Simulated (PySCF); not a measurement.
Some computed properties have been withheld. Give your best values.

Compound: 1,1,1,2-tetrafluorochloroethane, C2HClF4.
SMILES: `FC([C@@H](Cl)F)(F)F`

Conformer (atom-mapped SMILES and torsion angles): `[F:1][C@H:2]([Cl:3])[C:4]([F:5])([F:6])[F:7]`: F1–C2–C4–F5 61°.

| property | level | value |
| --- | --- | --- |
| point group | PBE0-D3(BJ)/def2-TZVP | C1 |
| rotational constants A, B, C | PBE0-D3(BJ)/def2-TZVP | 3.189, 1.788, 1.455 GHz |
| dipole moment | CAM-B3LYP/aug-cc-pVTZ | ? |
| HOMO energy | CAM-B3LYP/aug-cc-pVTZ | ? |
| LUMO energy | CAM-B3LYP/aug-cc-pVTZ | 0.21 eV |
| lowest singlet excitation | TDDFT CAM-B3LYP/aug-cc-pVTZ | 7.61 eV (163 nm, f = 0.002) |
| strongest line among the 10 lowest singlet transitions | TDDFT CAM-B3LYP/aug-cc-pVTZ | S6 at 9.56 eV (130 nm, f = 0.060) |
| lowest triplet excitation (Tamm–Dancoff) | TDA CAM-B3LYP/aug-cc-pVTZ | 6.84 eV |
| static isotropic polarisability | CAM-B3LYP/aug-cc-pVTZ | ? |
| electronic spatial extent ⟨r²⟩ about the centre of nuclear charge | CAM-B3LYP/aug-cc-pVTZ | 780 bohr² |
| 13C chemical shifts (computed TMS as zero) by class | GIAO PBE0/pcSseg-2 | ? |
| 1H chemical shifts (computed TMS as zero) by class | GIAO PBE0/pcSseg-2 | ? |
| isotropic shieldings of nuclei other than C and H, by class | GIAO PBE0/pcSseg-2 | ? |

Gas-phase values; electronic properties from PySCF, density fitting. Geometry: PBE0-D3(BJ)/def2-TZVP; no solvent or vibrations. NMR classes are plain means over equivalent atoms (diastereotopic ones count apart unless rotation or inversion swaps them), as if these changed places fast; in this geometry the members of some classes differ.

(1) Give the 13C chemical shifts (computed TMS as zero) by class.

(2) Give the static isotropic polarisability.

(3) The isotropic shieldings of nuclei other than C and H, by class?

(4) Give the HOMO energy.

(5) The dipole moment?

(6) The 1H chemical shifts (computed TMS as zero) by class?

## Answers

(1) 132.6 (1 C), 105.4 (1 C) ppm.

(2) 43.6 au.

(3) 268 (3 F), 345 (1 F), 736 (1 Cl) ppm.

(4) -11.01 eV.

(5) 1.46 D.

(6) 6.17 (1 H) ppm.

No computed singlet falls in the visible range (750 to 380 nm, 1.65 to 3.26 eV); S1 lies 4.35 eV above its blue end. The rotational constants make it an asymmetric top with κ = (2B − A − C)/(A − C) = -0.62, nearer the prolate limit (−1). The principal polarisabilities are 39.1, 40.9 and 50.6 au; their mean is the isotropic value. With B = h/(8π²I), that is 505.379 GHz u Å² over I, the principal moments of inertia are 158.5, 282.6 and 347.4 u Å² (most abundant isotopes). The dipole equals about 4.9 × 10⁻³⁰ C·m (1 D = 3.33564 × 10⁻³⁰ C·m).

For the geometry optimisation (PBE0-D3(BJ)/def2-TZVP), time: 2.7 min of wall time; peak memory 1.0 GiB. Hardware: an Arm Neoverse V2 with one thread (shared host).
